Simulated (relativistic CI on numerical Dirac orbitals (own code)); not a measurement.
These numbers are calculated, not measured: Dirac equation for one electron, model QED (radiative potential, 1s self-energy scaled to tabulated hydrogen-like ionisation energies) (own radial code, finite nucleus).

Configuration list: 1s, 2s, 2p, 3s, 3p, 3d, 4s, 4p, 4d, 4f, 5s, 5p, 5d, 5f, 5g, 6s, 6p, 6d. Levels of other configurations are missing.

Outline of the computed level scheme of Pb LXXXII. Lowest level of each configuration: 1s 2S_1/2 at 0.0 eV; 2p 2P°_1/2 at 75283.1 eV; 2s 2S_1/2 at 75321.6 eV; 3p 2P°_1/2 at 90064.1 eV; 3s 2S_1/2 at 90075.5 eV; 3d 2D_3/2 at 90853.1 eV; 4p 2P°_1/2 at 95121.4 eV; 4s 2S_1/2 at 95126.1 eV; 4d 2D_3/2 at 95451.2 eV.

Some strong electric-dipole decays among the lowest 14 levels: 2p 2P°_1/2 → 1s 2S_1/2 (3.0e+16 s⁻¹); 2p 2P°_3/2 → 1s 2S_1/2 (2.6e+16 s⁻¹); 3p 2P°_3/2 → 1s 2S_1/2 (7.2e+15 s⁻¹); 3p 2P°_1/2 → 1s 2S_1/2 (6.9e+15 s⁻¹); 4p 2P°_3/2 → 1s 2S_1/2 (3.0e+15 s⁻¹); 3d 2D_5/2 → 2p 2P°_3/2 (2.9e+15 s⁻¹); 3d 2D_3/2 → 2p 2P°_1/2 (2.8e+15 s⁻¹); 4p 2P°_1/2 → 1s 2S_1/2 (2.6e+15 s⁻¹).
